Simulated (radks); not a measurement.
Results of a calculation; reference values are marked as such.
Initial-state core-level shifts of the iron ion Fe+ when its valence configuration changes from [Ar] 3d6 4s1. Code: a radial shooting solver on a logarithmic mesh with Libxc functionals. Model: non-relativistic Kohn-Sham, PBEsol, spin-polarised, spherical densities, point nucleus; open shells are filled with parallel spins first. Shifts are changes of the shell-averaged eigenvalues in eV (positive: less bound); the change of the density at the nucleus, which sets a Mossbauer isomer shift, is in e/bohr^3, on a base of 1.19e+04.

valence               1s       2s       3s       3p  density at nucleus
3d6 4p1           -1.400   -1.319   -1.414   -1.413              -6.087
3d5 4s1 4p1       -7.799   -8.620   -7.476   -7.285              +2.717
3d7               +5.164   +5.829   +5.166   +5.017              -7.069
3d6.5 4s0.5       +2.746   +3.104   +2.716   +2.636              -3.818
3d5.5 4s1.5       -3.218   -3.587   -3.113   -3.031              +3.882
3d5 4s2           -6.713   -7.502   -6.415   -6.242              +8.344
3d4 4s1 4p2      -17.451  -19.419  -16.341  -15.913              +6.352
3d5.5 4s1 4p0.5   -3.764   -4.141   -3.654   -3.564              +1.252
3d5.5 4s0.5 4p1   -4.450   -4.795   -4.345   -4.253              -2.021
